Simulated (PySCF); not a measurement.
**How methods differ on the excitation energy of As**

As [Ar] 3d10 4s2 4p3 (4S) → As [Ar] 3d10 4s2 4p2 5s1 (4P), as a difference of total energies. Computed with PySCF 2.14 in dyall-av2z (16s12p8d, 92 functions), with the non-relativistic Hamiltonian (point nucleus). Correlated levels: valence: [Ar] 3d10 frozen; virtual orbitals above 40 to 60 times the deepest correlated orbital energy dropped. The calculations carry no spin-orbit coupling.

```json
{"method": "UHF", "excitation energy (eV)": "6.618", "difference from reference (eV)": "+0.158"}
{"method": "MP2 (valence)", "excitation energy (eV)": "6.721", "difference from reference (eV)": "+0.261"}
{"method": "SCS-MP2 (valence)", "excitation energy (eV)": "6.668", "difference from reference (eV)": "+0.208"}
{"method": "CCSD (valence)", "excitation energy (eV)": "6.652", "difference from reference (eV)": "+0.192"}
{"method": "CCSD(T) (valence)", "excitation energy (eV)": "6.647", "difference from reference (eV)": "+0.187"}
```

Reference: 6.460 eV (measured; NIST levels, between the centres of gravity of the two terms).

These non-relativistic numbers lack the scalar-relativistic shift.

Errors of the correlated levels include the incompleteness of this basis and the frozen core.

The promoted electron is Rydberg-like, and one or two diffuse shells describe it only roughly, which tends to raise the upper state.
